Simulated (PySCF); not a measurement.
Gas-phase reaction: WOCl₄ + 3 O₂ = WO₃ + 4 ClO

Energies from PySCF (xtb for GFN2), thermal terms from the rigid-rotor harmonic-oscillator model, ideal gas at 1 bar. † marks an energy on the PBE0/def2-TZVP geometry and frequencies; other levels use their own. Open shells (unrestricted): O₂ (multiplicity 3), ClO (multiplicity 2, electronic degeneracy 4); the rest are closed-shell singlets. GFN2 has no spin-polarisation term. Spin-orbit splitting is ignored; it lowers the true energy and changes the entropy of ClO. B3LYP is the form with VWN-RPA correlation. W: scalar-relativistic def2 core potential, no spin-orbit coupling. The harmonic model lacks anharmonicity and excited electronic states, which grow with temperature; levels with a mode under 35 cm⁻¹ are left out. Soft modes under 120 cm⁻¹ make the harmonic entropy rough for WOCl₄.

```
level               ΔE electronic, kJ  ΔH°(298 K), kJ  ΔS°(298 K), J/K  ΔG°(1400 K), kJ
------------------  -----------------  --------------  ---------------  ---------------
B3LYP/def2-TZVP†                  698             687              192              431
BLYP/def2-TZVP†                   638             627              192              371
GFN2-xTB                          442             429              191              171
M06-2X/def2-TZVP†                 770             760              192              504
PBE/def2-SVP                      848             838              189              585
PBE/def2-TZVP†                    698             687              192              431
PBE0/def2-QZVP†                   744             734              192              478
PBE0/def2-SVP†                    910             899              192              643
PBE0/def2-TZVP                    762             751              192              495
r2SCAN/def2-TZVP†                 772             762              192              506
ωB97X-V/def2-TZVP†                779             768              192              512
```
ΔH° is lowest at GFN2-xTB and highest at PBE0/def2-SVP†. No reference value is set beside these.
